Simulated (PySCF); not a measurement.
# Reading the logs of faulty runs: BCClH4O

All numbers below are calculated, not measured. They come from PySCF 2.14.0, an open-source quantum chemistry program, on an isolated molecule that a program drew, which may never have been made. The molecule is BCClH4O (charge 0, singlet), drawn as the SMILES string `CB(O)Cl`.

Each row is a Hartree-Fock (HF) and frozen-core CCSD(T) single point in the cc-pV(D+d)Z basis, meant for a local HF minimum. Run 1 is clean. Each other run has one planted mistake out of seven kinds, and not every kind appears here: one electron removed, one electron added, multiplicity raised by two, geometry at a saddle point, minimal basis STO-3G, one bond length entered in bohr, all coordinates scaled. The reference is restricted for singlets and unrestricted otherwise, and also for a bond in bohr. Adding or removing an electron swaps singlet and doublet. Electrons count all cores. HOMO and LUMO are orbital energies over both spins, the gradient is its largest component, and the lowest frequency (negative if imaginary) is given only where the gradient is small. Bond lengths are over the 7 bonds as drawn. T1 is the CCSD diagnostic: over 0.02 (restricted) or 0.045 (unrestricted) a single reference is doubtful.

Geometry of the clean run:
```xyz
8
BCClH4O, angstrom
C    -1.5796   -0.1532    0.2611
B    -0.5097   -0.8708   -0.6444
O    -0.6660   -1.1682   -1.9440
Cl    1.0583   -1.3443    0.0684
H    -1.1698    0.7832    0.6509
H    -1.8159   -0.7739    1.1298
H    -2.5108    0.0723   -0.2657
H    -1.5043   -0.9068   -2.2949
```

| run | electrons | basis functions | <S^2> | HOMO (eV) | LUMO (eV) | gradient (hartree/bohr) | lowest frequency (cm^-1) | mean bond (Å) | longest bond (Å) | T1 | HF (hartree) | CCSD(T) (hartree) | mistake |
|---|---|---|---|---|---|---|---|---|---|---|---|---|---|
| 1 | 40 | 85 | 0.000 | -11.93 | 4.27 | 2.3e-05 | 87 | 1.2757 | 1.786 | 0.0118 | -599.37364 | -599.97931 | no fault |
| 2 | 41 | 85 | 0.762 | 2.34 | 9.54 | 1.0e-01 | - | 1.2757 | 1.786 | 0.0105 | -599.25048 | -599.86797 | one electron added |
| 3 | 40 | 85 | 0.830 | -12.27 | 1.81 | 1.2e-02 | - | 1.3959 | 1.787 | 0.0529 | -599.24327 | -599.83785 | one bond length entered in bohr |
| 4 | 40 | 85 | 0.000 | -11.93 | 3.47 | 5.2e-02 | - | 1.3624 | 1.908 | 0.0138 | -599.34144 | -599.95803 | all coordinates scaled |
| 5 | 39 | 85 | 0.759 | -19.07 | -8.96 | 6.8e-02 | - | 1.2757 | 1.786 | 0.0341 | -598.99090 | -599.57578 | ? |

**Which mistake was planted in run 5, and what did it cost?**

It counts 39 electrons, one fewer than the clean run, at the same geometry and basis. So the mistake is: one electron removed. Subtracting run 1 and multiplying by 627.51 kcal/mol a hartree, the energy moved by 240.2 kcal/mol in HF and 253.2 kcal/mol in CCSD(T).

Cautions from the logs. Run 2: the HOMO is above zero, so the electron isn't bound and the energy depends on the basis; run 3: T1 is over the limit, so its CCSD(T) energy is less reliable.
